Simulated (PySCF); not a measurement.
CH6GeO2Si, SMILES [CH3][GeH]1[O][SiH2][O]1. Atoms are numbered in the order given.

```xyz
11

C     -1.9784     1.0755    -0.2802
Ge    -0.6447    -0.1925     0.2919
O      0.4114    -0.8119    -1.0542
Si     1.7705    -0.0685    -0.3801
O      0.8865     0.5725     0.9091
H     -2.4333     1.5625     0.5947
H     -1.5109     1.8372    -0.9186
H     -2.7672     0.5595    -0.8469
H     -1.1473    -1.3198     1.2084
H      2.3685     0.9751    -1.2608
H      2.8218    -1.0345     0.0467
```
Charge 0, spin multiplicity 1.

Geometry optimised at PBE0-D3(BJ)/def2-SVP. This is a generated structure with no PubChem entry under its InChIKey; it may be hypothetical.

Calculation: PBE/def2-TZVP (PySCF).

The molecule is in vacuum.

```yaml
total_energy: -2558.18417 hartree
highest_occupied_level: -6.71 eV
lowest_empty_level: -1.33 eV
orbital_gap: 5.38 eV
dipole_moment: 2.17 D
quadrupole, principal values (traceless, Buckingham form, about the centre of nuclear charge): -7.36, 0.44, 6.92 D·Å
mean_static_polarisability: 68.4 bohr³ (10.13 Å³)
polarisability_principal_values: 53.4, 67.3, 84.4 bohr³
```
